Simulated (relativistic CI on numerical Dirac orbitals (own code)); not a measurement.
Mn²⁺ in a cubic cluster: 3s photoemission with charge transfer

Computed with a charge-transfer multiplet model of a cubic metal-ligand cluster with up to 2 ligand holes, Slater and spin-orbit integrals from Dirac-Coulomb-Breit ions, Slater integrals scaled by 0.9. The ground state mixes d5 with configurations of k ligand holes L, whose averages lie at kΔ + k(k − 1)U_dd/2; a core hole lowers each added d electron by U_cd. 20 K, Lorentzian 1.4 eV and Gaussian 0.8 eV FWHM.

Atomic integrals in eV (Slater integrals scaled, ζ unscaled), ground: F2dd 9.229, F4dd 5.732, zeta_d 0.037; with the core hole: F2dd 10.316, F4dd 6.457, zeta_d 0.045, G2cd 10.543.

Cluster parameters (eV): Δ = 3.7, U_dd = 5.6, 10Dq = 0.25, 10Dq(ligand) = 0.6, V(eg) = 2.85, V(t2g) = -1.45, final-state hopping factor = 1.

```tsv
Case	n_d	d5	d6L	d7L2	S
U_cd = 7.2 eV	5.33	0.69	0.29	0.02	2.50
U_cd = 8.4 eV	5.33	0.69	0.29	0.02	2.50
U_cd = 9 eV	5.33	0.69	0.29	0.02	2.50
```

Weights, n_d and S are thermal averages at 20 K. Binding energies count from the first peak over 30 % of the highest in each spectrum, which can be another peak from case to case. The parameters are a model scan and need not match a compound or its usual spin state. Peaks in eV (height, largest 100):
- U_cd = 7.2 eV: 0.0 (100), 4.0 (9), 8.2 (25), 10.7 (49), 19.1 (21)
- U_cd = 8.4 eV: 0.0 (100), 8.4 (36), 10.4 (48), 19.0 (23)
- U_cd = 9 eV: 0.0 (100), 8.5 (42), 10.2 (48), 15.1 (5), 19.0 (23), 25.5 (6)

For the case U_cd = 7.2 eV, Δ = 3.7 eV is smaller than U_dd = 5.6 eV, the charge-transfer side of the Zaanen-Sawatzky-Allen scheme. With the core hole the configuration with one ligand hole lies at Δ − U_cd = -3.5, -4.7, -5.3 eV from the one without, in the order of the table; where this is negative the screened configuration lies lower, though the effective hopping of about 4.5 eV (from the holes of the mixed ground state) mixes the two strongly wherever it is as large as the gap.

With at most 2 ligand holes the space is cut while the next configuration still counts, so covalency is underestimated, and a final configuration with one more ligand hole, which can lie low, is missing from the spectra.

Without intra-shell correlation the exchange splitting of the 3s hole comes out too large.
